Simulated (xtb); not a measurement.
C2H6Si, charge +1, doublet, at a GFN2-xTB geometry (a state made from the parent by changing its charge; the spin is typed, not shown lowest); GFN0-xTB (xtb).

Input for xtb:
```
$ xtb mol.xyz --gfn 0 --chrg 1 --uhf 1 --ohess --json

# file mol.xyz
9

Si    -0.20261645     0.08870203     0.41809383
C      0.82033129     1.51475671    -0.27676035
H      0.76188524     2.40534910     0.35442221
H      0.47026820     1.78603612    -1.27483095
H      1.87093693     1.22764217    -0.35355064
C     -0.55305034    -1.63176776    -0.27476702
H      0.38078927    -2.15861458    -0.48130425
H     -1.11380014    -1.55910376    -1.20878165
H     -1.13713497    -2.24107116     0.41989596
```

What the program printed (banner, timings and long lists left out):

```
   ID    Z sym.   atoms
    1   14 Si     1
    2    6 C      2, 6
    3    1 H      3-5, 7-9

           -------------------------------------------------
          |                Calculation Setup                |
           -------------------------------------------------

           -------------------------------------------------
          |                 G F N 0 - x T B                 |
           -------------------------------------------------

          ...................................................
          :                      SETUP                      :
          :.................................................:
          :  # basis functions                  30          :
          :  # atomic orbitals                  29          :
          :  # shells                           19          :
          :  # electrons                        17          :
          :  electronic temp.          300.0000000     K    :
          :  accuracy                    1.0000000          :
          :  -> integral cutoff          0.2500000E+02      :
          :  -> integral neglect         0.1000000E-07      :
          ...................................................

         :::::::::::::::::::::::::::::::::::::::::::::::::::::
         ::                     SUMMARY                     ::
         :::::::::::::::::::::::::::::::::::::::::::::::::::::
         :: total energy              -7.578457953926 Eh    ::
         :: gradient norm              0.011547999066 Eh/a0 ::
         :: HOMO-LUMO gap              0.902941279618 eV    ::
         ::.................................................::
         :: H0 energy                 -8.996534434077 Eh    ::
         :: repulsion energy           0.138617699970 Eh    ::
         :: electrostat energy         1.280759474210 Eh    ::
         :: -> Gsolv                   0.000000000000 Eh    ::
         ::    -> Gsasa                0.000000000000 Eh    ::
         ::    -> Gshift               0.000000000000 Eh    ::
         :: dispersion energy         -0.001300694028 Eh    ::
         :: short-range corr.          0.000000000000 Eh    ::
         :: add. restraining           0.000000000000 Eh    ::
         :: total charge               1.000000000000 e     ::
         :::::::::::::::::::::::::::::::::::::::::::::::::::::

      -----------------------------------------------------------
     |                   =====================                   |
[...]
 * total energy  :    -7.5784580 Eh     change        0.0000000E+00 Eh
 * total energy  :    -7.5800400 Eh     change       -0.1582026E-02 Eh
 * total energy  :    -7.5802883 Eh     change       -0.2483362E-03 Eh
 * total energy  :    -7.5803812 Eh     change       -0.9286230E-04 Eh
 * total energy  :    -7.5804277 Eh     change       -0.4651274E-04 Eh
 * total energy  :    -7.5804322 Eh     change       -0.4556016E-05 Eh
   *** GEOMETRY OPTIMIZATION CONVERGED AFTER 6 ITERATIONS ***
         :: total energy              -7.580432247058 Eh    ::
[...]
          :.................................................:

    mode    ω/cm⁻¹     T·S(HO)/kcal·mol⁻¹    T·S(FR)/kcal·mol⁻¹   T·S(vib)
   ------------------------------------------------------------------------
       1     51.39    -1.42012 ( 52.74%)    -1.04705 ( 47.26%)    -1.24382
       2     70.36    -1.23527 ( 79.68%)    -0.95434 ( 20.32%)    -1.17820
       3    162.05    -0.75303 ( 99.10%)    -0.70777 (  0.90%)    -0.75263
   ------------------------------------------------------------------------

   temp. (K)  partition function   enthalpy   heat capacity  entropy
                                   cal/mol     cal/K/mol   cal/K/mol   J/K/mol
 298.15  VIB   36.1                 1854.681     10.669     12.563
         ROT  0.160E+05              888.752      2.981     22.214
         INT  0.576E+06             2743.434     13.650     34.777
         TR   0.429E+27             1481.254      4.968     38.085
         TOT                        4224.6878    18.6184    72.8622   304.8554

       T/K    H(0)-H(T)+PV         H(T)/Eh          T*S/Eh         G(T)/Eh
   ------------------------------------------------------------------------
    298.15    0.673247E-02    0.779107E-01    0.346192E-01    0.432915E-01
   ------------------------------------------------------------------------

         :::::::::::::::::::::::::::::::::::::::::::::::::::::
         ::                  THERMODYNAMIC                  ::
         :::::::::::::::::::::::::::::::::::::::::::::::::::::
         :: total free energy          -7.537140741952 Eh   ::
         ::.................................................::
         :: total energy               -7.580432247058 Eh   ::
         :: zero point energy           0.071178214826 Eh   ::
         :: G(RRHO) w/o ZPVE           -0.027886709720 Eh   ::
         :: G(RRHO) contrib.            0.043291505105 Eh   ::
         :::::::::::::::::::::::::::::::::::::::::::::::::::::

optimized geometry written to: xtbopt.xyz

           -------------------------------------------------
          | TOTAL ENERGY               -7.580432247058 Eh   |
          | TOTAL ENTHALPY             -7.502521563752 Eh   |
          | TOTAL FREE ENERGY          -7.537140741952 Eh   |
          | GRADIENT NORM               0.000361277789 Eh/α |
          | HOMO-LUMO GAP               1.053223152923 eV   |
           -------------------------------------------------

normal termination of xtb
```
